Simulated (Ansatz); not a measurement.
The cluster Ti₄. Charge 0, multiplicity 5. Geometry PBE-D4/def2-SVP; atoms count from 1.

Cartesian coordinates in Å:
```
Ti 1.0885 0.8829 -0.5728
Ti -1.1882 0.8015 0.4883
Ti 0.6838 -0.7505 1.1233
Ti -0.5841 -0.9339 -1.0388
```

The charge 0 quintet is spin-contaminated (final ⟨S²⟩ up to 7.35, 6.00 for a pure state). The structure comes from a short search, and lower isomers may exist.

**Question.** Estimate the Mulliken populations from the PBE0/def2-TZVP orbitals of Ansatz.

**Answer.** 
| atom | charge (e) | spin (α − β) | d electrons |
| --- | --- | --- | --- |
| Ti1 | 0.03 | -1.74 | 2.79 |
| Ti2 | 0.03 | 2.22 | 2.81 |
| Ti3 | -0.08 | 1.30 | 2.75 |
| Ti4 | 0.03 | 2.22 | 2.81 |
Mulliken values depend strongly on the basis.

**Question.** Where does the spin sit?

**Answer.** Summed by element: Ti 4.00, of 4 unpaired in all. Largest on single atoms: Ti4 2.22, Ti2 2.22, Ti1 -1.74.

**Question.** And the Mayer bond orders between heavy atoms (over 0.3)?

**Answer.** Ti1–Ti2 1.15 (2.51 Å); Ti1–Ti3 1.55 (2.39 Å); Ti1–Ti4 1.15 (2.51 Å); Ti2–Ti3 1.26 (2.51 Å); Ti2–Ti4 1.53 (2.39 Å); Ti3–Ti4 1.26 (2.51 Å).
